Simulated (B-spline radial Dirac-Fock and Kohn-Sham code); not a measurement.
**V²⁺ in Watson spheres of different radius**

Level of theory: Dirac-Fock (average of configuration) total-energy differences with a finite nucleus, the Breit interaction including its frequency dependence, and self-energy and vacuum-polarisation corrections; a radial B-spline solver. The ion, [Ar] 3d3, sits in a hollow sphere of charge Q = -2, a simple model of the Madelung potential. Inside the sphere an electron's potential energy is raised by the constant 14.40·|Q|/R eV, so binding energies fall by about that much as long as the orbitals stay inside.

```
radius (Å)  14.40 |Q|/R (eV)  1s (eV)  2s (eV)  2p1/2 (eV)  2p3/2 (eV)  3s (eV)  3p1/2 (eV)  3p3/2 (eV)  3d (eV)
       1.8             16.00   5479.6    643.5       535.5       528.6    85.39       53.75       52.93    11.23
         3              9.60   5485.9    649.9       541.9       535.0    91.73       60.10       59.28    17.58
```

From the smallest to the largest radius 1s moves by +6.3 eV, while the constant potential alone would give +6.4 eV; the difference comes from charge outside the sphere and its screening.

Values without a named source are computed, but for edge energies of neutral atoms, which are taken from tables.
